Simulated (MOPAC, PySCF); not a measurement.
C2H4F2, SMILES `C(F)CF` (F–C–C–F torsion 180°), neutral singlet in the gas phase. 

Z-matrix (Å, degrees):
```
C
F 1 1.3909
H 1 1.0937 2 108.57
H 1 1.0937 3 109.68 2 -118.48
C 1 1.5122 3 111.01 4 -123.03
F 5 1.3909 1 107.94 3 61.13
H 5 1.0937 6 108.57 1 -120.41
H 5 1.0937 7 109.68 6 118.48
```
Charge 0, spin multiplicity 1.

All levels are single points at this geometry (r2SCAN-D4/def2-TZVP); Pople sets use spherical d functions. Orbital energies aren't observables, and empty levels follow the basis.

| level | HOMO (eV) | LUMO (eV) | gap (eV) | dipole (D) | vertical IE, Delta-SCF (eV) |
|---|---|---|---|---|---|
| r2SCAN-D4/def2-TZVP in PySCF | -8.28 | 0.50 | 8.77 | 0.00 | 11.90 |
| B3LYP/6-311+G** in PySCF | -9.57 | 0.10 | 9.67 | 0.00 | – |
| BP86/6-31G* in PySCF | -7.40 | 0.89 | 8.29 | 0.00 | – |
| PBE/6-31G* in PySCF | -7.27 | 0.98 | 8.24 | 0.00 | – |
| AM1 in MOPAC | -11.92 | 3.07 | 14.99 | 0.00 | – |
| PM3 in MOPAC | -12.45 | 2.06 | 14.51 | 0.00 | – |
